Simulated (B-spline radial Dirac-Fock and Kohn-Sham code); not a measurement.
Dipole and non-dipole photoemission parameters of Ir²⁺ 4d5/2

System: Ir²⁺, 1s2 2s2 2p6 3s2 3p6 3d10 4s2 4p6 4d10 4f14 5s2 5p6 5d7; threshold 318.7 eV (orbital energy of the model). Calculated with an atomic code on a B-spline grid, using Dirac-Hartree-Slater photoionisation with a Latter tail; cross sections with all multipoles, angular parameters from the dipole term and its interference with E2.

For linearly polarised light dσ/dΩ = σ/(4π) [1 + β P₂(cos θ) + (δ + γ cos²θ) sin θ cos φ], with θ from the polarisation vector and φ the angle between the beam and the projection of the electron momentum on the plane normal to the polarisation.

| hν (eV) | σ (kb) | β | γ | δ |
| --- | --- | --- | --- | --- |
| 719 | 372 | 0.604 | 0.195 | 0.058 |
| 800 | 345 | 0.762 | 0.179 | 0.037 |
| 1150 | 226 | 1.110 | 0.024 | 0.006 |
| 1200 | 212 | 1.137 | 0.008 | 0.006 |
| 1253.6 | 198 | 1.163 | -0.007 | 0.005 |
| 1370 | 171 | 1.209 | -0.031 | 0.005 |
| 1460 | 153 | 1.237 | -0.042 | 0.006 |
| 1740 | 111 | 1.295 | -0.046 | 0.011 |
| 2000 | 83.6 | 1.326 | -0.021 | 0.016 |
| 2330 | 60.1 | 1.345 | 0.035 | 0.023 |
| 2984.4 | ? | ? | ? | ? |
| 3540 | 21.9 | 1.336 | 0.318 | 0.048 |
| 3560 | 21.6 | 1.335 | 0.323 | 0.048 |
| 4000 | 15.9 | 1.319 | 0.430 | 0.057 |
| 4430 | 12.1 | 1.301 | 0.530 | 0.066 |
| 8860 | 1.55 | 1.104 | 1.314 | 0.159 |
| 8950 | 1.51 | 1.100 | 1.326 | 0.161 |
| 9251.7 | 1.35 | 1.088 | 1.365 | 0.168 |
| 15000 | 0.271 | 0.903 | 1.928 | 0.288 |

Question: Give the values at Ag Lα (2984.4 eV).

Answer: σ = 33.7 kb, β = 1.349, γ = 0.182, δ = 0.037.
